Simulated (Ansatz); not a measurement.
`O[SiH]([SiH3])[TeH]` + `[OH][Mg][F]` → `[F][Mg][O][SiH3]` + `O[SiH2][TeH]`  (cleavage of the Si–Si bond)

Calculated with Ansatz (gas phase, PBE0-D4/def2-TZVP geometries, no zero-point term in ΔE). CCSD(T)/CBS is the MP2 limit (def2-TZVPP, def2-QZVPP) plus CCSD(T) − MP2 in def2-TZVPP, frozen cores. DFT in def2-TZVPP. B3LYP here is the variant with VWN-RPA as its local correlation; programs differ in this. def2 core potentials past Kr. For Mg, Te outer-core shells are correlated without core-valence functions, which leaves a few kJ/mol of doubt a bond. One conformer a species, not always the lowest.

```
             level  ΔE (kJ/mol)  difference from CCSD(T)/CBS
         revPBE-D4        -89.5                         28.4
            B97M-V       -115.6                          2.3
           PBE0-D4        -98.8                         19.1
          B3LYP-D4       -113.2                          4.7
           ωB97M-V       -118.7                         -0.8
            B2PLYP       -124.1                         -6.2
               PBE        -94.1                         23.8
            revPBE        -95.5                         22.4
           r2SCANh       -113.7                          4.2
RPA@PBE/def2-TZVPP       -123.9                         -6.0
      MP2/def2-SVP       -123.1                         -5.2
     HF/def2-TZVPP       -150.8                        -32.9
SCS-MP2/def2-TZVPP       -131.1                        -13.2
   CCSD/def2-TZVPP       -124.3                         -6.4
     HF/def2-QZVPP       -153.9                        -36.0
SCS-MP2/def2-QZVPP       -130.9                        -13.0
       CCSD(T)/CBS       -117.9                            0
```

Largest T1 diagnostic among the species: 0.012.

In def2-TZVPP, CCSD(T) changes the Hartree–Fock value by +30.9 kJ/mol (the triples alone add +4.5 kJ/mol) and MP2 by +26.6 kJ/mol. From r2SCAN to r2SCAN0 (25 % exact exchange), in def2-TZVPP and without D4, ΔE moves by −4.1 kJ/mol.
